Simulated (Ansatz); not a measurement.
Task: Name a neutral molecule of Ga, Ge and H with HOMO–LUMO gap (ωB97M-V/def2-TZVPP) between 7.95 and 8.25 eV and HOMO–LUMO gap (PBE/def2-TZVPP) between 2.85 and 3.15 eV (Ansatz, PBE0-D4/def2-TZVP geometry).

Result: `[GaH2][GaH][GeH3]` (8.22 eV, 2.90 eV). Other molecules can fit too; these were computed, each in one conformer that needn't be the lowest.
